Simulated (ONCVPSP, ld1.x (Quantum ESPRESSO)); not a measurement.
# Potentials for boron compared

Generated with ld1.x 7.5 (TM, RRKJ, ultrasoft, PAW), atompaw 4.2 or ONCVPSP 4.0.1. The cutoff is in Ry: for ld1.x and atompaw files where the sum of valence levels is converged to 10 mRy in a Bessel basis, for ONCV files where the hardest occupied wave has 1 mHa per electron of residual kinetic energy. The error is the largest all-electron minus pseudo excitation energy over each file’s own four to seven test configurations (ionisations up to +4, promotions, holes and added fractions of an electron), all of which were solved. The labels leave out finer settings (local radius, basis sizes, second energies), which also bear on the numbers. Spin-polarised tests are not counted. The rows are a selection from randomly drawn settings: files with unsolved tests, undetermined cutoffs or missed reference levels are left out.

| potential | cutoff (Ry) | largest error (meV) | bound ghosts |
| --- | --- | --- | --- |
| ONCV, PBE, scalar-relativistic, rc 0.50/2.75 (sp), local smoothed, core correction no, reference 1s2 2s1 2p2, qcut 21.4/6.1, projectors 2/2 | 383 | +246 | none |
| ONCV, PW91, scalar-relativistic, rc 1.10/2.40/2.50 (spd), local s, core correction yes, reference 2s2 2p1, qcut 4.9/4.6/4.2, projectors 0/2/2 | 23 | +124 | none |
| ONCV, PBE, non-relativistic, rc 1.35/1.30 (sp), local smoothed, core correction no, reference 2s1, qcut 5.7/7.5, projectors 1/2 | 27 | +132 | none |
| ONCV, LDA (Perdew-Wang 92), scalar-relativistic, rc 1.60/3.70 (sp), local smoothed, core correction no, reference 2s2 2p1, qcut 3.6/2.9, projectors 2/1 | 36 | +841 | none |
| ultrasoft, PBEsol, non-relativistic, rc 1.60/3.55 (sp), local smoothed, core correction no, reference 2s2 2p1 | 6 | +113 | none |
| ONCV, PBE, fully relativistic, rc 1.05/2.45 (sp), local smoothed, core correction yes, reference 2s1.5 2p1.5, qcut 5.1/6.9, projectors 1/2 | 24 | +156 | none |
| ONCV, LDA (Perdew-Zunger), scalar-relativistic, rc 1.60/1.50 (sp), local smoothed, core correction yes, reference 2s2, qcut 4.6/5.8, projectors 2/2 | 18 | +36 | none |

Problem. Fill in the row for B: ONCV, PBE, scalar-relativistic, rc 1.15/1.15 (sp), local smoothed, core correction yes, reference 2s2, qcut 5.8/6, projectors 2/2.

Solution. cutoff 29 Ry, largest error +61 meV, bound ghosts: none.
